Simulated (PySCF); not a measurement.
**Converging SrO in the basis (r²SCAN)**

PySCF, UKS reference; singlet, unpaired electrons none; De to Sr + O without counterpoise correction.

```tsv
basis	relativity	functions	Re (Å)	ωe (cm⁻¹)	De (eV)	μ (D)
def2-SVPD	scalar-relativistic core potentials	49	1.973	682	4.51	-8.49
def2-TZVP	scalar-relativistic core potentials	64	1.928	681	4.60	-8.29
x2c-TZVPPall	spin-free X2C	110	1.913	692	4.80	-8.22
```

Question: How does each smaller set differ from the one with most functions, x2c-TZVPPall?

Answer: def2-SVPD: +6.0 pm, -1.4 % in ωe, -0.29 eV in De; def2-TZVP: +1.5 pm, -1.6 % in ωe, -0.20 eV in De. All at r²SCAN; the set with most functions is neither the basis-set limit nor always the best. The rows treat relativity differently, so the differences are not basis effects alone.

A positive dipole means Sr(−)O(+).
